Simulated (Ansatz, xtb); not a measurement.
# Isomers of BFH2Si2 in order of energy

4 gas-phase structures of BFH2Si2, found in a search over its isomers (lower ones may exist). Each was relaxed with GFN2-xTB; where two conformers were screened, the lower at r2SCAN-D4/def2-SVP is listed:

A. `F[SiH]=B[SiH]`, a singlet
B. a singlet given by its coordinates
C. `F[Si]B=[SiH2]`, a singlet
D. a singlet given by its coordinates

B (Å):

```xyz
6

B    -0.0038   -0.1976    0.1160
F    -1.1928    2.8990    1.1647
Si   -0.3519    1.6240    0.5030
Si    1.3754    0.8581   -0.6889
H     2.6241    0.8583   -1.5034
H    -0.4429   -1.2675    0.3043
```

Close contacts (Å): B1–Si3 1.89, B1–Si4 1.91, F2–Si3 1.66, Si3–Si4 2.23, B1–H6 1.17, Si4–H5 1.49.

D (Å):

```xyz
6

B     0.4839    1.4067   -0.5343
F     1.5873   -2.9379    0.1274
Si    0.5423   -0.2343    0.3682
Si    0.6889   -2.2186    1.3615
H    -0.0889    2.3171   -0.0473
H     0.9984    1.5867   -1.5804
```

Close contacts (Å): B1–Si3 1.87, F2–Si4 1.69, Si3–Si4 2.22, B1–H5 1.18, B1–H6 1.18.

Task: Make a reasoned guess at their ranking by r2SCAN-D4/def2-SVP single-point energy.

Result: Calculated order at r2SCAN-D4/def2-SVP: B (0.0), D (127.8), A (166.4), C (195.2) kJ/mol.

Energies above the lowest of each column, in kJ/mol:

| structure | GFN2-xTB | HF/STO-3G | r2SCAN-D4/def2-SVP |
| --- | --- | --- | --- |
| B | 108.1 | 59.0 | 0.0 |
| D | 0.0 | 0.0 | 127.8 |
| A | 57.0 | 314.3 | 166.4 |
| C | 81.8 | 293.9 | 195.2 |

r2SCAN-D4/def2-SVP puts B lowest; GFN2-xTB picks D, HF/STO-3G picks D. Some further structures that were screened fall inside this span and aren't listed. Flexible structures stand in one conformer each, not always the lowest. Frequencies (B3LYP-D3(BJ)/def2-SVP) were run for B alone.

Over these structures GFN2-xTB departs from r2SCAN-D4/def2-SVP by 84.4 kJ/mol on average once a common shift is removed. A GFN2-xTB relaxation took about 0.14 s and the r2SCAN-D4/def2-SVP energy about 1.3 s on a shared host (Ansatz 0.2.0, xtb 6.7.1).
